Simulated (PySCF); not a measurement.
# Stretching Bi2

Set-up: Bi def2-SVP with ECP60; scalar-relativistic core potentials (PySCF 2.14). Energies in eV from Bi + Bi in their ground configurations at the same level. State: singlet, closed shell.

Curves on a restricted Hartree–Fock reference rise too fast on stretching and do not dissociate correctly.

| R (Å) | PBE0 | RHF-CCSD(T) |
| --- | --- | --- |
| 2.300 | -0.701 |  |
| 2.407 | -1.569 | -0.858 |
| 2.514 | -2.001 | -1.416 |
| 2.594 | -2.121 | -1.632 |
| 2.674 | -2.132 | -1.723 |
| 2.754 | -2.088 | -1.724 |
| 2.861 | -1.975 | -1.628 |
| 2.995 | -1.780 | -1.421 |
| 3.155 | -1.513 | -1.135 |
| 3.369 | -1.153 |  |

Put a parabola through the three lowest points of the RHF-CCSD(T) curve and estimate Re, k and ωe (reduced mass 104.5 u; 1 eV/Å² = 0.16022 mdyn/Å; ωe = 1302.8·√(k/μ) cm⁻¹).

Through R = 2.674, 2.754, 2.861 Å the second-order coefficient is 4.86 eV/Å², so Re ≈ 2.715 Å, k ≈ 1.56 mdyn/Å and ωe ≈ 159 cm⁻¹. A polynomial fit of higher order to the unrounded RHF-CCSD(T) energies gives Re = 2.713 Å, k = 1.90 mdyn/Å, ωe = 176 cm⁻¹; anharmonicity and rounding make the difference.

The higher-order fit for each curve: RHF-CCSD(T): Re = 2.713 Å, ωe = 176 cm⁻¹, De = 1.73 eV. PBE0 gave no clean fit.

⟨S²⟩ is raised (Bi2 0.17), so spin contamination touches these numbers. Correlated steps freeze 8 core orbitals. Closed-shell solutions of metal pairs were not tested for spin polarisation, which can lower them a little. Correlated levels converge slowly with the basis: in double zeta they bind strong bonds too weakly, by up to about 1 eV, and carry superposition errors of some tenths. ⟨S²⟩ of the unrestricted solution departs from its pure value on part of the curve, where spin states mix. Spin–orbit coupling is left out, which matters for elements this heavy, above all for dissociation energies. Where the molecule has an RHF reference, its open-shell atoms are computed with UHF.
